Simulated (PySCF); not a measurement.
AsH4Si, SMILES [SiH2][AsH2], multiplicity 2. Coordinates come from a B3LYP-D3(BJ)/def2-TZVP optimisation. The isomer is the one that the SMILES or the coordinates give; other isomers of the formula were not compared.

Computed with PySCF with B3LYP-D3(BJ)/def2-TZVP.

Harmonic wavenumbers (cm⁻¹): 158, 343, 453, 488, 702, 720, 916, 977, 2160, 2175, 2182, 2194. Rotational constants (GHz): 59.58, 3.907, 3.839; symmetry number 1.

Problem. Work out the zero-point energy and the ideal-gas rigid-rotor harmonic-oscillator thermochemistry at 298.15 K and 1 atm.

Solution. ZPE = ½ Σ hcν = ½ × 13468 cm⁻¹ = 80.56 kJ/mol. H − E(el) = 95.20 kJ/mol. Entropy in J/(mol K): translation 167.03, rotation 97.91, vibration 25.43, spin 5.76, total 296.13. G − E(el) = 6.91 kJ/mol. Cp = 69.40 J/(mol K).
